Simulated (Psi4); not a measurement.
A dimer, CH2O2 ··· CS2 (SMILES O=CO and S=C=S), singlet; the first 5 atoms form monomer A.

```
8

O      0.8130    -0.5369     0.0023
C     -0.4226    -0.0085    -0.0006
O     -0.6722     1.1619    -0.0037
H      1.4490     0.1980     0.0012
H     -1.1672    -0.8145     0.0007
S      1.1953     1.3799     3.4145
C      2.0935     0.1681     3.0460
S      2.9918    -1.0437     2.6778
```

Task: What interaction energy does Psi4 with SAPT0/jun-cc-pVDZ, frozen core give, and which attractive term is the largest?

Result: Total -0.21 kcal/mol: electrostatics -0.57, exchange 2.34, induction -0.20, dispersion -1.78. The most attractive term is dispersion.
